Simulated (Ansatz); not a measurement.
Z-matrix (Å, degrees):
```
C
Al 1 1.961
H 1 1.095 2 110.9
H 1 1.096 2 112.2 3 -119.0
H 1 1.095 2 112.7 3 119.2
C 2 1.963 1 121.2 3 66.6
Cl 2 2.166 1 114.8 3 -76.2
N 2 2.067 1 102.0 3 -178.2
H 6 1.094 2 113.1 1 170.8
H 6 1.096 2 109.1 1 -70.9
H 6 1.096 2 113.7 1 47.5
Si 8 1.786 2 115.7 1 -94.2
H 8 1.017 2 104.7 1 30.5
H 8 1.018 2 103.5 1 141.7
H 12 1.484 8 109.6 2 168.0
H 12 1.478 8 106.9 2 48.6
H 12 1.476 8 106.9 2 -72.1
```

Charge 0, multiplicity 1.

Q: List the ωB97M-V/def2-TZVPP orbital energies in eV (Ansatz). (An estimate is asked.)

A: The calculation gave: Occupied: -2770.44, -1808.26, -1531.14, -396.18, -280.07, -280.06, -260.85, -198.28, -198.22, -198.21, -149.31, -115.73, -103.46, -103.41, -103.40, -75.34, -75.28, -75.19, -28.58, -24.11, -21.30, -21.05, -19.08, -17.91, -15.56, -14.62, -13.34, -13.26, -12.95, -12.90, -12.78, -12.60, -11.89, -10.75, -10.74, -10.33, -9.40. Lowest empty: 0.85, 2.12, 2.20, 2.56, 2.74, 2.95, 3.10, 3.93.
